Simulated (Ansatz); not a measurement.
Reactions of C$_{2}$H$_{3}$BrFGa (`C=[CH][Ga]([F])[Br]`).

Calculated with Ansatz (gas phase, PBE0-D4/def2-TZVP geometries, no zero-point term in ΔE). CCSD(T)/CBS adds triple-zeta CCSD(T) − MP2 to the extrapolated MP2 energy (def2 sets, frozen cores). This one scheme is used for every species, atoms too. For atomizations the MP2-based limit and the directly extrapolated one differ by several kJ/mol either way, and by 10 to 25 for some Ge, Se and Sn compounds, so smaller differences from it don't rank the levels. DFT in def2-TZVPP. Open shells (•) are unrestricted, without spin–orbit coupling. Spin–orbit coupling would lower the free atoms: a little for C, F; clearly for Br, Ga. For Br, Ga, Ge outer-core shells are correlated without core-valence functions, so the limit isn't a true one: a few kJ/mol of doubt a bond, and 10 to 20 or more in all where bonds break to atoms. Scalar relativity is left out up to krypton. One conformer a species, not always the lowest.

```tsv
reaction	B97M-V (kJ/mol)	LDA (SPW92) (kJ/mol)	ωB97M-V (kJ/mol)	CCSD(T)/CBS(def2) (kJ/mol)
`C=[CH][Ga]([F])[Br]` + `[NH2][GeH3]` → `C=C[NH][GeH3]` + `[F][GaH][Br]`	25	13	35	45
`C=[CH][Ga]([F])[Br]` + H₂S → `[F][Ga]([SH])[Br]` + ethylene	-86	-78	-80	-78
`C=[CH][Ga]([F])[Br]` + `C=CF` → `C=[CH][GaH][F]` + `C=C(F)Br`	182	170	189	195
`C=[CH][Ga]([F])[Br]` → Br• + 2 C• + F• + Ga• + 3 H•	2972	3415	2963	2987
```

Largest T1 diagnostic: 0.014, for `C=[CH][GaH][F]`.
